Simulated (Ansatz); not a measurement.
Start from `B1C=C1` and change one atom or group to get `ClC1=CB1`.

Ansatz, PBE0-D4/def2-TZVP geometries, multiplicity 1. 

```csv
property,`B1C=C1`
HOMO–LUMO gap (B3LYP/def2-TZVPP) / eV,7.30
"ideal-gas entropy at 298 K and 1 bar (rigid rotor, harmonic PBE0-D4/def2-TZVP) / J/(mol·K)",240
size of the dipole moment (PBE/def2-TZVPP) / D,1.19
LUMO energy (B3LYP/def2-TZVPP) / eV,-0.52
zero-point energy (PBE0-D4/def2-TZVP) / kJ/mol,110.3
vertical ionisation energy (CCSD(T)/CBS(def2)) / eV,10.76
```

Task: What does the change do to each property? (An estimate is asked.)

Result: Ansatz gave: 
```json
{"property": "HOMO–LUMO gap (B3LYP/def2-TZVPP) / eV", "`ClC1=CB1`": "7.19", "shift": "-0.11"}
{"property": "ideal-gas entropy at 298 K and 1 bar (rigid rotor, harmonic PBE0-D4/def2-TZVP) / J/(mol·K)", "`ClC1=CB1`": "279", "shift": "39"}
{"property": "size of the dipole moment (PBE/def2-TZVPP) / D", "`ClC1=CB1`": "0.93", "shift": "-0.26"}
{"property": "LUMO energy (B3LYP/def2-TZVPP) / eV", "`ClC1=CB1`": "-0.70", "shift": "-0.18"}
{"property": "zero-point energy (PBE0-D4/def2-TZVP) / kJ/mol", "`ClC1=CB1`": "88.6", "shift": "-21.7"}
{"property": "vertical ionisation energy (CCSD(T)/CBS(def2)) / eV", "`ClC1=CB1`": "10.72", "shift": "-0.04"}
```

With PBE0 the HOMO falls by 0.10 eV and the LUMO falls by 0.21 eV, so the gap narrows by about 0.11 eV. PBE moves the HOMO by -0.08 eV and ωB97M-V by -0.05 eV. Dipoles are sizes alone; their direction can turn.

B3LYP here is the variant with VWN-RPA as its local correlation; programs differ in this.
